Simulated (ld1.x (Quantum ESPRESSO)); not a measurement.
**Configuration tests for Sb (TM)**

antimony, norm-conserving Troullier–Martins (Kleinman–Bylander form), made with ld1.x (Quantum ESPRESSO) 7.5 (PBE, scalar-relativistic). Core [Kr], reference 4d10 5s2 5p3. Waves: 5p (bound): rc 2.10 bohr; 4d (bound): rc 1.20 bohr; 5s (bound): rc 1.70 bohr. Local part: the s channel. Core correction: a·sin(br)/r model core, default radius (core density twice the valence density).

Energies are relative to the spin-unpolarised reference configuration 4d10 5s2 5p3; without spin polarisation the order of configurations can differ from experiment. The frozen-core shift is the all-electron ΔE with the core orbitals held at their reference shape minus the fully relaxed ΔE.

| valence configuration | charge | ΔE all-electron (eV) | error AE − PS (meV) | frozen-core shift (meV) |
| --- | --- | --- | --- | --- |
| 4d10 5s2 5p1 | +2 | 24.285 | -2.8 | +5.5 |
| 4d10 5s2 5p0 | +3 | 48.698 | -11 | +14 |
| 4d10 5s1 5p3 | +1 | 17.049 | -1.4 | +2.6 |
| 4d10 5s1 5p0 | +4 | 92.991 | -26 | +35 |
| 4d10 5s2 5p3.3 | -0.3 | -1.159 | +0.3 | -0.2 |
| 4d9 5s2 5p4 | 0 | 31.120 | -441 | +137 |

What are ΔE and the potential's error for 4d10 5s2 5p2?

ΔE = 8.317 eV all-electron; the error (AE − PS) is -1.1 meV.

A variational frozen-core shift is positive and of second order in the change. This column holds negative values, so the frozen-core run of ld1.x carries numerical noise or an error of first order here, and the column gives no more than the rough size of the effect.
